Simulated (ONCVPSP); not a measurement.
# Which change was made? (Ge, ONCV)

```json
{
 "Element": "germanium (Ge)",
 "Generator": "ONCVPSP 4.0.1",
 "Type": "optimised norm-conserving Vanderbilt (ONCV)",
 "Functional": "PBE",
 "Relativity": "scalar-relativistic",
 "Frozen core": "[Ar]",
 "Valence charge": "14",
 "Reference configuration": "3d10 4s2 4p1.5 (charge +0.5)",
 "Partial waves": "4s: rc 1.70 bohr, ncon 4, nbas 8, qcut 3.7 1/bohr, 2 projectors, debl 1.9 Ha; 4p: rc 1.85 bohr, ncon 5, nbas 9, qcut 4.1 1/bohr, 1 projector; 3d: rc 1.10 bohr, ncon 4, nbas 9, qcut 14.5 1/bohr, 2 projectors, debl 1.5 Ha",
 "Local potential": "polynomial inside 0.75 bohr (lpopt 3, dvloc0 0 Ha)",
 "Core correction": "Teter function, fcfact 3.75, rcfact 1.7"
}
```

Cutoffs, loose and tight: the cutoffs (Ha) at which the residual kinetic energy of the hardest occupied pseudo-wave falls to 1 and 0.1 mHa per electron. They do not see the model core or the augmentation charge, which bear on the density cutoff. Test errors are all-electron minus pseudo excitation energies from the reference, over the configurations 3d10 4s2 4p2; 3d10 4s2 4p1; 3d10 4s2 4p0; 3d9 4s2 4p3; variants that change the core or the reference have their own tests.

The base gives: outcome: generated; cutoff, loose: 86 Ha; cutoff, tight: 94 Ha; bound ghosts: s; GHOST(+) flags above zero: none; largest test error (meV): 4 of 4 tests not solved or not reliable.

After one change the result is: outcome: generated; cutoff, loose: 73 Ha; cutoff, tight: 83 Ha; bound ghosts: s; GHOST(+) flags above zero: none; largest test error (meV): 4 of 4 tests not solved or not reliable. Which change was it?
A. d: rc 0.78
B. d: rc 1.32
C. d: rc 1.58
D. d: rc 0.9

B. The others give: d: rc 0.78 → outcome: generated; cutoff, loose: 332 Ha; cutoff, tight: 515 Ha; bound ghosts: s; GHOST(+) flags above zero: none; largest test error (meV): 4 of 4 tests not solved or not reliable | d: rc 0.9 → outcome: generated; cutoff, loose: 101 Ha; cutoff, tight: 275 Ha; bound ghosts: s; GHOST(+) flags above zero: none; largest test error (meV): 4 of 4 tests not solved or not reliable | d: rc 1.58 → outcome: generated; cutoff, loose: 61 Ha; cutoff, tight: 69 Ha; bound ghosts: s; GHOST(+) flags above zero: none; largest test error (meV): 4 of 4 tests not solved or not reliable.
